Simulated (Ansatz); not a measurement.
Isolated molecules relaxed with PBE0-D4/def2-TZVP in Ansatz; ΔE leaves out vibrations. CCSD(T)/CBS adds triple-zeta CCSD(T) − MP2 to the extrapolated MP2 energy (def2 sets, frozen cores). Functionals use def2-TZVPP. B3LYP here is the variant with VWN-RPA as its local correlation; programs differ in this. One conformer a species, not always the lowest.

Consider the ligand exchange at a B–C bond: `BCN=C=C` + `BNCC` → `BN(B)CC` + `C=C=NC`.

```tsv
level	ΔE (kJ/mol)	difference from CCSD(T)/CBS
PBE-D4	-90.2	9.5
B97M-V	-93.8	5.9
B3LYP-D4	-97.0	2.7
PBE-QIDH	-97.9	1.8
revPBE	-84.9	14.8
RPA@PBE/def2-TZVPP	-102.4	-2.7
SCS-MP2/def2-TZVPP	-103.3	-3.6
SCS-MP2/def2-QZVPP	-102.8	-3.1
HF/CBS(def2)	-100.4	-0.7
CCSD/CBS(def2)	-98.7	1.0
CCSD(T)/CBS	-99.7	0
```

What do rigid-rotor, harmonic-oscillator terms from PBE0-D4/def2-TZVP frequencies (298.15 K, 1 bar) make of the CCSD(T)/CBS value? (An estimate is asked.)

The calculation gave: ΔZPE = +4.1 kJ/mol, ΔH = -96.3 kJ/mol, ΔS = -8 J/(mol·K), ΔG = -93.8 kJ/mol.

Largest T1 diagnostic among the species: 0.014.

Leaving LDA and LC-ωPBE aside and taking each functional with its dispersion term where it has one, the values, not all of them listed here, spread over 10.1 kJ/mol, from BHLYP-D4 to PBE-D4. LDA lies −3.6 kJ/mol from PBE without D4. From BLYP to BHLYP (50 % exact exchange), in def2-TZVPP and without D4, ΔE moves by −7.2 kJ/mol.
